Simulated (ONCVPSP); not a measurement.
## gadolinium: one change to an ONCV potential, before and after

Gd (Z = 64), optimised norm-conserving Vanderbilt (ONCV), made with ONCVPSP 4.0.1 (LDA (Perdew-Wang 92), scalar-relativistic). Core [Kr] 4d10, reference 4f7 5s2 5p6 5d1.5 6s1.5. Waves: 5s+6s: rc 1.80 bohr, ncon 4, nbas 8, qcut 6.5 1/bohr, 3 projectors, debl 1.4 Ha; 5p: rc 2.20 bohr, ncon 5, nbas 9, qcut 7.2 1/bohr, 3 projectors, debl 0.4 Ha; 5d: rc 3.70 bohr, ncon 5, nbas 9, qcut 4.9 1/bohr, 1 projector; 4f: rc 1.20 bohr, ncon 5, nbas 9, qcut 12.3 1/bohr, 1 projector. Local part: polynomial inside 0.95 bohr (lpopt 3, dvloc0 0 Ha). Core correction: Teter function fitted to the true core (icmod 2), fcfact 0.7.

In the p channel the program set the typed energies aside and used -0.979, 0.250, 0.650 Ha.

Change: s: qcut 6.7; p: qcut 7.4; d: qcut 5; f: qcut 12.6.

Cutoffs: the cutoffs (Ha) at which the residual kinetic energy of the hardest occupied pseudo-wave falls to 1 and 0.1 mHa per electron; they do not see the model core or the augmentation charge, which bear on the density cutoff. Errors are all-electron minus pseudo energies relative to the spin-unpolarised reference configuration.

Problem. Predict the effect on cutoff, ghosts and configuration errors.

Solution. The potential gets softer (182 Ha and 233 Ha → 139 Ha and 229 Ha); both files keep a bound ghost (s); of the 4 tests that both files solve, the error grows in 1 and shrinks in 0 by more than 15 % and 0.3 meV (median size 3.2 → 3.2 meV).

| quantity | base | changed |
| --- | --- | --- |
| cutoff, loose | 182 Ha | 139 Ha |
| cutoff, tight | 233 Ha | 229 Ha |
| loose cutoff by channel | s 16 Ha, p 16 Ha, d 6.8 Ha, f 182 Ha | s 16 Ha, p 17 Ha, d 6.8 Ha, f 139 Ha |
| bound ghosts | s | s |
| GHOST(+) flags under 300 eV | p at 231.4 eV | p at 232.6 eV |
| error for 4f7 5s2 5p6 5d1 6s2, meV [ΔE -0.84 eV] | +2.1 | +1.9 |
| error for 4f7 5s2 5p6 5d1 6s1, meV [ΔE 6.01 eV] | 0.0 | -0.1 |
| error for 4f7 5s2 5p6 5d1 6s0, meV [ΔE 18.38 eV] | -4.4 | -4.4 |
| error for 4f8 5s2 5p6 5d1 6s0, meV [ΔE 3.41 eV] | -90 | -140 |
| s: phases at 1.83 bohr within 0.05 rad from the reference energy up to (Ha; the scan ends near 5) | to the end of the scan | to the end of the scan |
| p: phases at 2.23 bohr within 0.05 rad from the reference energy up to (Ha; the scan ends near 5) | to the end of the scan | to the end of the scan |
| d: phases at 3.75 bohr within 0.05 rad from the reference energy up to (Ha; the scan ends near 5) | 0.5 | 0.5 |
| f: phases at 1.22 bohr within 0.05 rad from the reference energy up to (Ha; the scan ends near 5) | 2.1 | 2.1 |
| rms error of d²Exc/dni dnj with the model core, mHa | 1.42 | 1.41 |

 A true bound ghost makes a file unfit for plane-wave use even where its test errors are small: the radial tests pick states by their node count and pass the ghost by.
